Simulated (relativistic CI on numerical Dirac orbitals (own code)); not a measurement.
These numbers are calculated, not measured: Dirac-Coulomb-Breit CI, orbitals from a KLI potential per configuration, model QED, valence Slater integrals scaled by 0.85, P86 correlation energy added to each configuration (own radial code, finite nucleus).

CI space (outside the closed core 1s2): 2s, 2p, 3s, 3p, 3d, 4p, 4d, 4s, 4f, 5s, 5p, 5g, 5f, 5d, 6s, 6p, 6d. Levels of other configurations are missing.

For a near-neutral ion this model can misplace configurations by up to about 10,000 cm⁻¹ (more where the count of f electrons changes) and terms by 10 to 25 % of their spread. Rates follow the energies as ν³ (E1, M1) or ν⁵ (E2), so they and the lifetimes can be off by large factors. The fine structure of a lone outer electron comes out too small, for d and f at times inverted, and misplaced configurations move strength between like terms. 11 of the 11 excited levels that our extract of the measured tables holds in this range could be paired (the sources list more); they are missed by 1156 cm⁻¹ on average and 1885 at most, and levels without a partner can miss by more.

Outline of the computed level scheme of Li I. Lowest level of each configuration: 2s ²S1/2 at 0.0000 eV; 2p ²P°1/2 at 1.8921 eV; 3s ²S1/2 at 3.5119 eV; 3d ²D3/2 at 3.9542 eV; 3p ²P°3/2 at 4.0044 eV; 4s ²S1/2 at 4.5517 eV; 4d ²D3/2 at 4.7359 eV; 4p ²P°3/2 at 4.7554 eV; 4f ²F°5/2 at 4.9132 eV.

Some strong electric-dipole decays among the lowest 15 levels: 3d ²D5/2 → 2p ²P°3/2 (7.6e+07 s⁻¹); 3d ²D3/2 → 2p ²P°1/2 (6.3e+07 s⁻¹); 2p ²P°3/2 → 2s ²S1/2 (4.1e+07 s⁻¹); 2p ²P°1/2 → 2s ²S1/2 (4.1e+07 s⁻¹); 4d ²D5/2 → 2p ²P°3/2 (2.8e+07 s⁻¹); 3s ²S1/2 → 2p ²P°3/2 (2.8e+07 s⁻¹); 4d ²D3/2 → 2p ²P°1/2 (2.3e+07 s⁻¹); 3s ²S1/2 → 2p ²P°1/2 (1.4e+07 s⁻¹).

Rates of lines that live on the mixing of spin multiplicities can be off by large factors.
